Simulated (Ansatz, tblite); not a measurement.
Cost and result up the ladder for Mg2S2 (4 atoms). Charge 0, multiplicity 1. Geometry: r2SCAN-D4/def2-TZVP.

```xyz
4

Mg   -0.8841   -0.8871   -0.3798
Mg    0.8840    0.8871    0.3798
S     1.3655   -1.3217   -0.0914
S    -1.3655    1.3217    0.0914
```

Ansatz on 4 threads of Arm Neoverse V2 on a shared host; xTB runs through tblite on one thread. Times are rough, summed over both states, and most runs start from the orbitals of an earlier one. CCSD(T)/def2-TZVPP serves as the yardstick here, not as an exact answer. Differences are given only for rows in sets of like size (and for xTB, whose basis is part of the method), since another set adds its own error. The other state is a quintet at its own geometry, which has other bonds, so the gap mixes isomer and spin.

The xTB rows come from tblite. LC-ωPBE has ω = 0.4 bohr⁻¹. B3LYP takes the VWN-RPA correlation. HSE06 is defined as in plane-wave codes, on full-range PBE exchange. Correlated methods freeze 12 core orbitals; core or outer-core shells of Mg are correlated, in sets that lack core-valence functions. The structure comes from a short search, and lower isomers may exist.

Correlated methods converge slowly with the basis.

xTB has no spin-polarisation term.

| level | functions | quintet − singlet (eV) | difference from CCSD(T)/def2-TZVPP (eV) |
| --- | --- | --- | --- |
| GFN2-xTB | 36 | 3.81 | -0.34 |
| MP2/def2-TZVP | 138 | 4.43 | 0.29 |
| ωB97X-V/def2-TZVP | 138 | 4.34 | 0.19 |
| B3LYP-D4/6-31G | 52 | 3.37 | – |
| GFN1-xTB | 26 | 3.89 | -0.25 |
| LC-ωPBE/def2-TZVP | 138 | 4.01 | -0.13 |
| RPA@PBE/def2-TZVP | 138 | 3.82 | -0.33 |
| PBE0-D4/def2-TZVP | 138 | 4.13 | -0.02 |
| HSE06-D4/def2-TZVP | 138 | 4.14 | 0.00 |
| CCSD(T)/def2-TZVPP | 148 | 4.14 | 0.00 |
| B2PLYP/def2-TZVP | 138 | 4.24 | 0.09 |
| r2SCAN-D4/def2-TZVP (with forces) | 138 | 4.21 | 0.06 |
| HF/6-31G | 52 | 1.47 | – |

Task: Estimate how long each takes.

Result: GFN1-xTB 0.004 s; GFN2-xTB 0.01 s; HF/6-31G 0.65 s; MP2/def2-TZVP 2.4 s; B3LYP-D4/6-31G 4.1 s; B2PLYP/def2-TZVP 6.7 s; PBE0-D4/def2-TZVP 6.8 s; LC-ωPBE/def2-TZVP 6.9 s; HSE06-D4/def2-TZVP 7.4 s; RPA@PBE/def2-TZVP 8.5 s; r2SCAN-D4/def2-TZVP (with forces) 13 s; ωB97X-V/def2-TZVP 22 s; CCSD(T)/def2-TZVPP 23 s. On shared hardware such times vary by a factor of up to 3.
